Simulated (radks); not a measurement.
Trend from Zr+ to Cd+: ionisation energy by Delta-SCF between NIST ground configurations, and size. Method: scalar-relativistic Kohn-Sham, BLYP, spin-polarised, spherical densities, point nucleus; open shells are filled with parallel spins first (spin-orbit coupling, left out, can overturn this in heavy ions); computed with a radial shooting solver on a logarithmic mesh with Libxc functionals.

species  configuration  configuration of the ion  IE (eV)  NIST (eV)       kind  -e(HOMO) (eV)  outermost  <r> outermost (bohr)
Zr+       [Kr] 4d2 5s1                  [Kr] 4d2   13.398     13.130       exp.    10.374 (4d)         5s                  3.36
Nb+           [Kr] 4d4                  [Kr] 4d3   14.671     14.320  semi-emp.     9.894 (4d)         4d                  2.04
Mo+           [Kr] 4d5                  [Kr] 4d4   16.245       16.2  semi-emp.    11.132 (4d)         4d                  1.87
Tc+       [Kr] 4d5 5s1                  [Kr] 4d5   15.438     15.260  semi-emp.    11.953 (5s)         5s                  2.97
Ru+           [Kr] 4d7                  [Kr] 4d6   16.763       16.8  semi-emp.    11.415 (4d)         4d                  1.68
Rh+           [Kr] 4d8                  [Kr] 4d7   18.500     18.080  semi-emp.    12.835 (4d)         4d                  1.57
Pd+           [Kr] 4d9                  [Kr] 4d8   20.198       19.4  semi-emp.    14.223 (4d)         4d                  1.47
Ag+          [Kr] 4d10                  [Kr] 4d9   21.861     21.484       exp.    15.584 (4d)         4d                  1.39
Cd+      [Kr] 4d10 5s1                 [Kr] 4d10   17.469     16.908       exp.    13.472 (5s)         5s                  2.64

Reference values: NIST Atomic Spectra Database (exp. = measured, semi-emp. = semi-empirical, theory = theoretical value adopted there). Open shells are spherical and high-spin; term and fine-structure splittings are not resolved.
